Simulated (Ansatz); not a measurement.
Ansatz (a first-principles code) input (PBE0/def2-TZVP):

Ansatz 0.2 input:
```yaml
crystal:
  periodic: [false, false, false]
  atoms:
    - {symbol: Pb, position_ang: [-0.00000000, -0.00000000, -0.40746333]}
    - {symbol: Cl, position_ang: [0.00000000, 0.00000000, 1.96541136]}
basis:
  gaussian:
    orbitals: def2-TZVP
hamiltonian:
  xc: {name: PBE0}
total_charge: 1
relax: {f_tol: 0.003, max_steps: 100}
```

End of the output:

```
mean field -17761.47894870 eV, -652.7223122019 hartree, gradient 1.2e-5 eV, S^2 0.000000; 0 other end points of the search recorded, 0 dependent functions left out
the calculation of the forces begins
reference -17761.47897188 eV, -652.7223130536 hartree; 19, 19 occupied and 68, 68 virtual orbitals, 698 factors
relax step   3: F+E_penalty+E_count = -17761.47894870 eV  Δ(F+E_penalty+E_count) = -1.420e-3 eV  max|allowed force component| = 4.066e-3 eV/Å  Δτ_max = 0.0064 Å  (30 SCF iters, accepted)
these checks for a lower state are left out or cut short: starts, cluster_reference, orbital_swaps, neighbouring_geometries, increment
integrals: 0.02 GiB planned
698 factors; their error is unknown
mean field: 0.23 GiB planned
mean field -17761.47894863 eV, -652.7223121994 hartree, gradient 1.5e-5 eV, S^2 0.000000; 0 other end points of the search recorded, 0 dependent functions left out
the calculation of the forces begins
reference -17761.47897181 eV, -652.7223130513 hartree; 19, 19 occupied and 68, 68 virtual orbitals, 698 factors
relax step   4: F+E_penalty+E_count = -17761.47894863 eV  Δ(F+E_penalty+E_count) = +6.866e-8 eV  max|allowed force component| = 4.335e-3 eV/Å  Δτ_max = 0.0003 Å  (20 SCF iters, rejected (line search))
these checks for a lower state are left out or cut short: starts, cluster_reference, orbital_swaps, neighbouring_geometries, increment
integrals: 0.02 GiB planned
698 factors; their error is unknown
mean field: 0.23 GiB planned
mean field -17761.47894920 eV, -652.7223122202 hartree, gradient 1.8e-5 eV, S^2 0.000000; 0 other end points of the search recorded, 0 dependent functions left out
the calculation of the forces begins
reference -17761.47897238 eV, -652.7223130720 hartree; 19, 19 occupied and 68, 68 virtual orbitals, 698 factors
relax step   5: F+E_penalty+E_count = -17761.47894920 eV  Δ(F+E_penalty+E_count) = -4.975e-7 eV  max|allowed force component| = 9.273e-7 eV/Å  Δτ_max = 0.0001 Å  (19 SCF iters, accepted)
integrals: 0.02 GiB planned
698 factors; their error is unknown
mean field: 0.23 GiB planned
mean field -17761.47894920 eV, -652.7223122202 hartree, gradient 1.9e-5 eV, S^2 0.000000; 1 other end points of the search recorded, 0 dependent functions left out
the calculation of the forces begins
reference -17761.47897238 eV, -652.7223130720 hartree; 19, 19 occupied and 68, 68 virtual orbitals, 698 factors
Total energy: -17761.47897238 eV, -652.7223130720 hartree
Atom 0 at    -0.000000     0.000000    -0.395791 Å, force    -0.000000     0.000000    -0.000001 eV/Å
Atom 1 at     0.000000    -0.000000     1.953739 Å, force    -0.000000    -0.000000     0.000001 eV/Å
Dipole moment:    -0.000000    -0.000000    -0.608816 e Å
```
